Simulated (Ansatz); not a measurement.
AlCl2I (AlICl₂). Total charge 0; singlet. Geometry PBE0-D4/def2-SVP; atoms count from 1.

```xyz
4

Al    0.0164    0.0226    0.0745
Cl    1.4285   -1.0076    1.2085
Cl   -0.9578    1.6552    0.9268
I    -0.4871   -0.6702   -2.2098
```

In the def2 sets I takes a core potential; there is no spin–orbit coupling.

(1) Estimate the Mulliken populations from the PBE0/def2-TZVP orbitals of Ansatz.

(2) And the Mayer bond orders between heavy atoms (over 0.3)?

Answers

(1) 
| atom | charge (e) |
| --- | --- |
| Al1 | 0.55 |
| Cl2 | -0.20 |
| Cl3 | -0.20 |
| I4 | -0.14 |
Mulliken values depend strongly on the basis.

(2) Al1–Cl2 1.24 (2.08 Å); Al1–Cl3 1.24 (2.08 Å); Al1–I4 1.27 (2.44 Å).
